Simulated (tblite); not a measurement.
Parent: `[F:1][CH:2]([F:3])[Si@H:4]1[CH2:5][SiH2:6][SiH2:7]1` with F1–C2–Si4–C5 -58°, C2–Si4–C5–Si6 98°, Si4–C5–Si6–Si7 10°, C5–Si6–Si7–Si4 -8°, C2–Si4–Si7–Si6 -97°, C2H8F2Si3.

Computed geometry: GFN2-xTB, gas phase. One conformer each, not checked by frequencies here.

| coordinate of the parent | value |
| --- | --- |
| F1–C2 | 1.369 Å |
| C2–F3 | 1.365 Å |
| C2–Si4 | 1.943 Å |
| Si4–C5 | 1.929 Å |
| C5–Si6 | 1.939 Å |
| Si6–Si7 | 2.357 Å |
| Si4–Si7 | 2.346 Å |
| F1–C2–F3 | 105.6° |
| F1–C2–Si4 | 109.5° |
| F3–C2–Si4 | 110.7° |
| C2–Si4–C5 | 105.0° |
| C2–Si4–Si7 | 107.3° |
| C5–Si4–Si7 | 88.5° |
| Si4–C5–Si6 | 102.5° |
| C5–Si6–Si7 | 88.0° |
| Si4–Si7–Si6 | 79.8° |

Question: How does the shared frame change in `[CH3:1][O:2][C:3]([F:4])([F:5])[Si@@H:6]1[CH2:7][SiH2:8][SiH2:9]1` with C1–O2–C3–F4 -57°, O2–C3–Si6–C7 60°, C3–Si6–C7–Si8 -90°, Si6–C7–Si8–Si9 -12°, C7–Si8–Si9–Si6 10°, C3–Si6–Si9–Si8 93°, C3H10F2OSi3? Atoms pair as F1 = F4, C2 = C3, F3 = F5, Si4 = Si6, C5 = C7, Si6 = Si8, Si7 = Si9 (parent first).

Answer: 
```csv
parent,relative,value in the relative,change
F1–C2,F4–C3,1.376 Å,+0.007
C2–F3,C3–F5,1.381 Å,+0.016
C2–Si4,C3–Si6,1.938 Å,-0.005
Si4–C5,Si6–C7,1.926 Å,-0.003
C5–Si6,C7–Si8,1.936 Å,-0.003
Si6–Si7,Si8–Si9,2.359 Å,+0.002
Si4–Si7,Si6–Si9,2.339 Å,-0.007
F1–C2–F3,F4–C3–F5,102.7°,-2.9
F1–C2–Si4,F4–C3–Si6,113.9°,+4.4
F3–C2–Si4,F5–C3–Si6,112.4°,+1.7
C2–Si4–C5,C3–Si6–C7,102.6°,-2.4
C2–Si4–Si7,C3–Si6–Si9,102.1°,-5.2
C5–Si4–Si7,C7–Si6–Si9,88.6°,+0.1
Si4–C5–Si6,Si6–C7–Si8,102.0°,-0.5
C5–Si6–Si7,C7–Si8–Si9,87.8°,-0.2
Si4–Si7–Si6,Si6–Si9–Si8,79.4°,-0.4
```

Of the parent's bonds, C2–F3 changes most (+0.016 Å). Bonds of the relative outside the shared frame: C1–O2 1.427, O2–C3 1.350 Å. Point group C1 → C1.

Question: How does the shared frame change in `[N:1]#[C:2][CH2:3][C:4]([F:5])([F:6])[Si@@H:7]1[CH2:8][SiH2:9][SiH2:10]1` with C2–C3–C4–F5 179°, C3–C4–Si7–C8 -76°, C4–Si7–C8–Si9 -97°, Si7–C8–Si9–Si10 -9°, C8–Si9–Si10–Si7 8°, C4–Si7–Si10–Si9 100°, C4H9F2NSi3? Atoms pair as F1 = F6, C2 = C4, F3 = F5, Si4 = Si7, C5 = C8, Si6 = Si9, Si7 = Si10 (parent first).

Answer: 
| parent | relative | value in the relative | change |
| --- | --- | --- | --- |
| F1–C2 | F6–C4 | 1.375 Å | +0.006 |
| C2–F3 | C4–F5 | 1.380 Å | +0.015 |
| C2–Si4 | C4–Si7 | 1.953 Å | +0.010 |
| Si4–C5 | Si7–C8 | 1.923 Å | -0.006 |
| C5–Si6 | C8–Si9 | 1.938 Å | -0.001 |
| Si6–Si7 | Si9–Si10 | 2.359 Å | +0.002 |
| Si4–Si7 | Si7–Si10 | 2.346 Å | 0.000 |
| F1–C2–F3 | F6–C4–F5 | 103.8° | -1.8 |
| F1–C2–Si4 | F6–C4–Si7 | 108.5° | -1.0 |
| F3–C2–Si4 | F5–C4–Si7 | 108.2° | -2.5 |
| C2–Si4–C5 | C4–Si7–C8 | 107.3° | +2.3 |
| C2–Si4–Si7 | C4–Si7–Si10 | 106.3° | -1.0 |
| C5–Si4–Si7 | C8–Si7–Si10 | 88.6° | +0.1 |
| Si4–C5–Si6 | Si7–C8–Si9 | 102.6° | +0.1 |
| C5–Si6–Si7 | C8–Si9–Si10 | 87.9° | -0.1 |
| Si4–Si7–Si6 | Si7–Si10–Si9 | 79.6° | -0.2 |

Of the parent's bonds, C2–F3 changes most (+0.015 Å). Bonds of the relative outside the shared frame: N1≡C2 1.143, C2–C3 1.437, C3–C4 1.530 Å. Point group C1 → C1.

Question: How does the shared frame change in `[CH3:1][CH2:2][C:3]([F:4])([F:5])[Si@@H:6]1[CH2:7][SiH2:8][SiH2:9]1` with C1–C2–C3–F4 179°, C2–C3–Si6–C7 -89°, C3–Si6–C7–Si8 -101°, Si6–C7–Si8–Si9 -8°, C7–Si8–Si9–Si6 6°, C3–Si6–Si9–Si8 102°, C4H12F2Si3? Atoms pair as F1 = F5, C2 = C3, F3 = F4, Si4 = Si6, C5 = C7, Si6 = Si8, Si7 = Si9 (parent first).

Answer: 
```csv
parent,relative,value in the relative,change
F1–C2,F5–C3,1.379 Å,+0.010
C2–F3,C3–F4,1.384 Å,+0.019
C2–Si4,C3–Si6,1.948 Å,+0.005
Si4–C5,Si6–C7,1.929 Å,0.000
C5–Si6,C7–Si8,1.938 Å,-0.001
Si6–Si7,Si8–Si9,2.353 Å,-0.004
Si4–Si7,Si6–Si9,2.341 Å,-0.005
F1–C2–F3,F5–C3–F4,103.3°,-2.3
F1–C2–Si4,F5–C3–Si6,108.0°,-1.5
F3–C2–Si4,F4–C3–Si6,107.7°,-3.0
C2–Si4–C5,C3–Si6–C7,107.6°,+2.6
C2–Si4–Si7,C3–Si6–Si9,108.6°,+1.3
C5–Si4–Si7,C7–Si6–Si9,88.6°,+0.1
Si4–C5–Si6,Si6–C7–Si8,102.5°,0.0
C5–Si6–Si7,C7–Si8–Si9,88.1°,+0.1
Si4–Si7–Si6,Si6–Si9–Si8,80.0°,+0.2
```

Of the parent's bonds, C2–F3 changes most (+0.019 Å). Bonds of the relative outside the shared frame: C1–C2 1.521, C2–C3 1.519 Å. Point group C1 → C1.

Question: How does the shared frame change in `[F:1][C:2]([F:3])([CH2:4][Cl:5])[Si@@H:6]1[CH2:7][SiH2:8][SiH2:9]1` with F1–C2–C4–Cl5 88°, F1–C2–Si6–C7 69°, C2–Si6–C7–Si8 -97°, Si6–C7–Si8–Si9 -10°, C7–Si8–Si9–Si6 8°, C2–Si6–Si9–Si8 96°, C3H9ClF2Si3? Atoms pair as F1 = F1, C2 = C2, F3 = F3, Si4 = Si6, C5 = C7, Si6 = Si8, Si7 = Si9 (parent first).

Answer: 
```csv
parent,relative,value in the relative,change
F1–C2,F1–C2,1.377 Å,+0.008
C2–F3,C2–F3,1.374 Å,+0.009
C2–Si4,C2–Si6,1.951 Å,+0.008
Si4–C5,Si6–C7,1.927 Å,-0.002
C5–Si6,C7–Si8,1.936 Å,-0.003
Si6–Si7,Si8–Si9,2.356 Å,-0.001
Si4–Si7,Si6–Si9,2.342 Å,-0.004
F1–C2–F3,F1–C2–F3,103.8°,-1.8
F1–C2–Si4,F1–C2–Si6,108.7°,-0.8
F3–C2–Si4,F3–C2–Si6,111.7°,+1.0
C2–Si4–C5,C2–Si6–C7,103.8°,-1.2
C2–Si4–Si7,C2–Si6–Si9,107.4°,+0.1
C5–Si4–Si7,C7–Si6–Si9,88.6°,+0.1
Si4–C5–Si6,Si6–C7–Si8,102.4°,-0.1
C5–Si6–Si7,C7–Si8–Si9,87.9°,-0.1
Si4–Si7–Si6,Si6–Si9–Si8,79.7°,-0.1
```

Of the parent's bonds, F1–C2, C2–F3 and C2–Si4 change most and about equally (+0.008 to +0.009 Å). Bonds of the relative outside the shared frame: C2–C4 1.516, C4–Cl5 1.769 Å. Point group C1 → C1.
